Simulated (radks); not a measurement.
Species: Sm36+. Configuration: [Ar] 3d8 (the NIST ground configuration). Calculated with a radial shooting solver on a logarithmic mesh with Libxc functionals: Dirac Kohn-Sham, LB94 model potential, spin-unpolarised, spherical densities, finite nucleus; open shells fill j = l - 1/2 first; Fermi nuclear charge, rms radius 5.0819 fm.

Normalised radial functions P(r) = r R(r) (large component), r in bohr:

```
   r/bohr * 2p1/2 (the largest magnitude, 3.37, reaches the edge; | marks zero)
  0.00116 |*
 0.001308 |*
 0.001475 |*
 0.001663 |*
 0.001875 |*
 0.002114 |*
 0.002384 |*
 0.002688 | *
 0.003006 | *
 0.003389 | *
 0.003821 |  *
 0.004309 |  *
 0.004858 |   *
 0.005477 |   *
 0.006176 |    *
 0.006963 |     *
 0.007851 |      *
 0.008852 |        *
 0.009981 |         *
  0.01125 |           *
  0.01269 |             *
  0.01431 |                *
  0.01613 |                  *
  0.01819 |                     *
   0.0205 |                         *
  0.02312 |                            *
  0.02607 |                                *
  0.02939 |                                    *
  0.03314 |                                        *
  0.03706 |                                            *
  0.04179 |                                                *
  0.04712 |                                                   *
  0.05312 |                                                     *
   0.0599 |                                                      *
  0.06753 |                                                      *
  0.07614 |                                                    *
  0.08585 |                                                 *
   0.0968 |                                            *
   0.1091 |                                       *
   0.1231 |                                *
   0.1387 |                          *
   0.1564 |                   *
   0.1764 |             *
   0.1989 |         *
   0.2242 |     *
   0.2528 |  *
    0.285 | *
   0.3214 |*
   0.3624 *
   0.4086 *
    0.457 *
   0.5152 *
   0.5809 *
    0.655 *
   0.7385 *
   0.8327 *
   0.9388 *
    1.059 *
    1.193 *
    1.346 *
    1.517 *
```

2p1/2: eigenvalue -8880.9 eV, 0 radial nodes, <r> = 0.0802 bohr, 90 % of the charge inside 0.132 bohr.
